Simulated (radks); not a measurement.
Results of a calculation; reference values are marked as such.
Effect of the nuclear size on neutral sulfur, [Ne] 3s2 3p4. Level of theory: Dirac Kohn-Sham, LDA (Slater exchange, Perdew-Wang correlation), spin-unpolarised, spherical densities, finite nucleus; open shells fill j = l - 1/2 first; Fermi nuclear charge, rms radius 3.2611 fm (a radial shooting solver on a logarithmic mesh with Libxc functionals). The rms radius is varied about that value; shifts are against it.

rms radius (fm)  total energy shift (eV)  density at nucleus (e/bohr^3)  1s1/2 shift (meV)  2s1/2 shift (meV)
2.8404                          -0.00244                           2929              -1.02             -0.072
3.023                           -0.00142                           2926             -0.596             -0.042
3.2611                                 0                           2922              0.000              0.000
3.3948                          0.000844                           2920              0.354              0.025
3.8122                           0.00369                           2915               1.55              0.109

Slopes of the eigenvalues against <r^2> in GHz/fm^2, as finite differences over the two radii next to the reference (eigenvalue slopes, not the field-shift constants of lines): 1s1/2 96.4, 2s1/2 6.79.
